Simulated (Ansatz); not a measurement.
Isomers of C$_{3}$H$_{7}$NOSi, relaxed with PBE0-D4/def2-TZVP in Ansatz; electronic energies, one conformer each and not always the lowest. Functionals use def2-TZVPP; CBS adds triple-zeta CCSD(T) − MP2 to the MP2 limit of def2-TZVPP and def2-QZVPP.

(1) Order them by energy at frozen-core CCSD(T)/CBS, lowest first. (Estimate.)
A. `C[SiH2]C1N=CO1`
B. `COC1=N[SiH]1C`
C. `C=C1O[Si]1(C)N`
D. `C=C1O[SiH2]C1N`

(2) How do B2PLYP, PBE-D4, HF/CBS(def2), r2SCAN-D4 place them (kcal/mol, against `C=C1O[Si]1(C)N`)? (Estimate.)

## Answers

(1) C (0.0 kcal/mol), D (25.5 kcal/mol), B (41.0 kcal/mol), A (48.6 kcal/mol).

(2) The calculation gave: 
```
          isomer  B2PLYP  PBE-D4  HF/CBS(def2)  r2SCAN-D4
 `COC1=N[SiH]1C`    39.6    37.7          38.0       40.1
`C[SiH2]C1N=CO1`    48.8    45.5          47.5       49.7
`C=C1O[SiH2]C1N`    26.3    24.9          22.5       27.4
```
